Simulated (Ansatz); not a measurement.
The cluster Ge2S5⁻. The state is a doublet with charge -1. Geometry B3LYP-D4/def2-SVPD, basis def2-SVP, Ansatz.

```
atom    x (Å)    y (Å)    z (Å)
 Ge1  -0.0172  -1.5677  -0.0704
 Ge2   0.9659   1.2825  -1.0436
  S3  -2.6292  -2.0577   2.0577
  S4  -0.9320   0.2546  -1.4273
  S5   1.9629  -0.1564   0.2789
  S6  -1.0226  -0.8362   2.0047
  S7   1.6722   3.0810  -1.8000
```

```tsv
run	HOMO (eV)	LUMO (eV)
A	-1.28	-0.61
B	-1.33	-0.82
C	-1.60	-0.65
D	-0.99	-0.35
E	-3.55	1.39
F	-2.45	0.15
```

Another isomer (doublet) lies 0.43 eV lower at PBE0-D4/def2-SVP; other spin states weren't run for this one.

HOMO and LUMO are taken over both spins.

Question: The runs used BLYP, CAM-B3LYP, LDA (SPW92), PBE, PBE0, r2SCAN. Estimate which is which.

Answer: A PBE (0 % exact exchange); B LDA (SPW92) (0 % exact exchange); C r2SCAN (0 % exact exchange); D BLYP (0 % exact exchange); E CAM-B3LYP (range-separated); F PBE0 (25 % exact exchange). Exact exchange lowers occupied and raises empty levels; among semilocal functionals meta-GGAs tend to open the gap a little, and such runs are hard to tell apart. The gap grows from 0.51 eV (LDA (SPW92)) to 4.94 eV (CAM-B3LYP).
